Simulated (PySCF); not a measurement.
**Electron correlation in Sb⁴¹⁺ (antimony, charge +41)**

Starting occupation: [Ne]. All numbers are calculated (PySCF 2.14, X2C-1e with screened-nucleus spin-orbit coupling, Gaussian nucleus, in an even-tempered Gaussian basis (17 s from 20 bohr⁻², ratio 2.4; 12 p from 26 bohr⁻², ratio 2.4; 5 d from 99 bohr⁻², ratio 2.6; 4 f from 150 bohr⁻², ratio 2.6)). Frozen: nothing; 10 electrons correlated; the 26 highest virtual spinors left out.

MP2 pair energies summed by pair of shells (mhartree):

```json
{"pair": "2p1/2-2p3/2", "energy": "-100.78", "share (%)": "25.0"}
{"pair": "2p3/2-2p3/2", "energy": "-95.22", "share (%)": "23.6"}
{"pair": "2p3/2-2s1/2", "energy": "-46.81", "share (%)": "11.6"}
{"pair": "1s1/2-1s1/2", "energy": "-44.39", "share (%)": "11.0"}
{"pair": "1s1/2-2p3/2", "energy": "-28.42", "share (%)": "7.1"}
{"pair": "2p1/2-2s1/2", "energy": "-24.13", "share (%)": "6.0"}
{"pair": "2p1/2-2p1/2", "energy": "-23.28", "share (%)": "5.8"}
{"pair": "1s1/2-2p1/2", "energy": "-16.36", "share (%)": "4.1"}
{"pair": "2s1/2-2s1/2", "energy": "-12.28", "share (%)": "3.1"}
{"pair": "1s1/2-2s1/2", "energy": "-10.98", "share (%)": "2.7"}
```

Total MP2 correlation energy: -402.64 mhartree.

At this charge the one-electron X2C treatment keeps the bare 1/r₁₂, with no two-electron picture change or Breit term. That inflates the 1s pair energies well beyond their four-component values.
